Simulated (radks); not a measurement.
Results of a calculation; reference values are marked as such.
Question: Species: Ga5+. Configuration: [Ar] 3d6 4s2 (not the ground configuration). Level of theory: Dirac Kohn-Sham, PBE, spin-unpolarised, spherical densities, finite nucleus; open shells are shared between the two j in proportion to 2j + 1; Fermi nuclear charge, rms radius 3.9973 fm (a radial shooting solver on a logarithmic mesh with Libxc functionals). Some entries of the table are withheld. Estimate them.

| orbital | occ. | eigenvalue (eV) | <r^2> (bohr^2) | r(max) (bohr) |
|---|---|---|---|---|
| 1s1/2 | 2 | -10342.63 | 0.003179 | 0.03178 |
| 2s1/2 | 2 | -1381.336 | (1) | 0.1825 |
| 2p1/2 | 2 | -1236.241 | 0.04354 | 0.1446 |
| 2p3/2 | 4 | -1208.616 | 0.04504 | 0.1474 |
| 3s1/2 | 2 | -255.8049 | 0.4543 | 0.5561 |
| 3p1/2 | 2 | -208.2662 | (2) | 0.5495 |
| 3p3/2 | 4 | -204.2343 | (3) | 0.5570 |
| 3d3/2 | 2.4 | -124.0067 | 0.5311 | 0.4990 |
| 3d5/2 | 3.6 | -123.3876 | 0.5356 | 0.5012 |
| 4s1/2 | 2 | -73.8337 | 2.897 | 1.470 |
| 4p1/2 | 0 | -61.2070 | 3.453 | 1.590 |
| 4p3/2 | 0 | -60.5820 | 3.520 | 1.607 |
| 5s1/2 | 0 | -33.9881 | 11.16 | 3.111 |

Answer: 
(1) 2s1/2 <r^2> (bohr^2): 0.05586
(2) 3p1/2 <r^2> (bohr^2): 0.4744
(3) 3p3/2 <r^2> (bohr^2): 0.4872
